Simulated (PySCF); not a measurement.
How methods differ on the electron affinity of Bi

Bi⁻ [Xe] 4f14 5d10 6s2 6p4 (3P) → Bi [Xe] 4f14 5d10 6s2 6p3 (4S), as a difference of total energies. All numbers are calculated (PySCF 2.14, the spin-free X2C one-electron Hamiltonian (Gaussian nucleus), in aug-cc-pVQZ-DK3 (10s9p7d4f2g, 118 functions)). Correlated levels: valence: [Xe] 4f14 5d10 frozen. The calculations carry no spin-orbit coupling.

| method | electron affinity (eV) | difference from reference (eV) |
| --- | --- | --- |
| UHF | -0.174 | -1.116 |
| MP2 (valence) | 0.582 | -0.360 |
| SCS-MP2 (valence) | 0.650 | -0.292 |
| CCSD (valence) | 0.673 | -0.269 |
| CCSD(T) (valence) | 0.734 | -0.208 |

Reference: 0.942 eV (measured; photodetachment measurements, as compiled on the Wikipedia data page of electron affinities).

Spin-orbit coupling is strong in these open shells (close to jj coupling). The scalar numbers leave it out and a first-order estimate fails, so it can dominate the gap to the real levels.

Errors of the correlated levels include the incompleteness of this basis and the frozen core.

A negative affinity means that the anion lies above the atom at that level of theory.
